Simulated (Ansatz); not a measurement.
Geometry optimisation, RKS PBE0-D4/6-31G* in Ansatz 0.2.0.

Input file:

```yaml
crystal:
  periodic: [false, false, false]
  atoms:
    - { symbol: Si, position_ang: [0.178039, 0.009235, 0.15711] }
    - { symbol: Si, position_ang: [0.187268, 0.023276, 2.414466] }
    - { symbol: H, position_ang: [-1.081691, -0.395051, 3.08912] }
    - { symbol: H, position_ang: [1.237907, -0.931881, 2.870912] }
    - { symbol: H, position_ang: [0.538916, 1.387436, 2.900461] }
    - { symbol: H, position_ang: [1.590798, -0.023314, -0.308328] }
    - { symbol: F, position_ang: [-0.477792, 1.322135, -0.480936] }
    - { symbol: F, position_ang: [-0.547368, -1.287457, -0.441257] }
    - { symbol: Cl, position_ang: [-3.088174, 0.144627, 0.838007] }
    - { symbol: H, position_ang: [-2.418902, -0.237105, 1.927245] }
basis:
  gaussian: { orbitals: "6-31G*" }
hamiltonian:
  xc: pbe0
  dispersion: d4
relax:
  f_tol: 0.03
  max_steps: 50
```

Run as:

```bash
$ ansatz run input.yaml --threads 2 --pin off --max-ram 3072MiB --backend cpu --events-out ev --progress --plain --runs-dir out
```

Where does it end, and by what steps?

The forces met the threshold. The force dipped under the threshold on the way, but the program's further checks kept it going. After 45 steps the energy has fallen by 0.271 eV; H10 moved furthest, 1.77 Å.

```
step  energy less start (eV)  largest force component (eV/Å)  accepted
   0                  0.0000                           1.232       yes
   2                 -0.1849                           0.425       yes
   4                 -0.1797                           0.659        no
   6                 -0.2134                           0.109       yes
   8                 -0.2218                           0.041       yes
  10                 -0.2117                           0.772        no
  12                 -0.2285                           0.280       yes
  14                 -0.2299                           0.537        no
  16                 -0.2407                           0.150       yes
  18                 -0.2487                           0.054       yes
  20                 -0.2309                           0.818        no
  22                 -0.2532                           0.233        no
  24                 -0.2550                           0.070       yes
  26                 -0.2559                           0.081       yes
  28                 -0.2568                           0.044       yes
  30                 -0.2574                           0.082       yes
  32                 -0.2580                           0.149        no
  34                 -0.2602                           0.057       yes
  36                 -0.2622                           0.152       yes
  38                 -0.2652                           0.043       yes
  40                 -0.2681                           0.128       yes
  42                 -0.2696                           0.015       yes
  44                 -0.2700                           0.128        no
  45                 -0.2705                           0.028       yes
```

```xyz
10
Properties=species:S:1:pos:R:3
Si 0.517 -0.130 0.054
Si 0.284 -0.146 2.377
H -0.729 -1.134 2.832
H 1.610 -0.519 2.951
H -0.073 1.215 2.863
H 1.680 0.669 -0.420
F -0.787 0.450 -0.686
F 0.718 -1.638 -0.464
Cl -3.157 0.632 1.222
H -3.944 0.613 2.237
```

The run took 2.9 min on 2 threads of Intel(R) Xeon(R) Platinum 8175M CPU @ 2.50GHz (Skylake/Cascade Lake), on a shared host, peak memory 0.24 GiB.
